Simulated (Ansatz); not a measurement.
Computed with Ansatz on PBE0-D4/def2-TZVP structures; ΔE is electronic, products minus reactants. CCSD(T)/CBS is the MP2 limit (def2-TZVPP, def2-QZVPP) plus CCSD(T) − MP2 in def2-TZVPP, frozen cores. One conformer a species, not always the lowest.

`C=C[SiH](F)OC` → `C=CF` + `CO[SiH]`  (silylene formation by 1,1-elimination)

```
             level  ΔE (eV)
SCS-MP2/def2-QZVPP     4.41
     MP2/CBS(def2)     4.58
```

(1) What does CCSD(T)/CBS give? (An estimate is asked.)

Largest T1 diagnostic among the species: 0.015.

Results:

(1) The calculation gave: +4.33 eV. The listed levels differ from it by 0.08, 0.25 eV.

The D4 term adds +0.18 eV with B3LYP and +0.10 eV with PBE0; it sums over pairs of atoms, weighted by their polarisabilities, and B3LYP, whose exchange is more repulsive, gets the larger term. From PBE to PBE0 (25 % exact exchange), in def2-TZVPP and without D4, ΔE moves by +0.26 eV.

B3LYP here is the variant with VWN-RPA as its local correlation; programs differ in this.
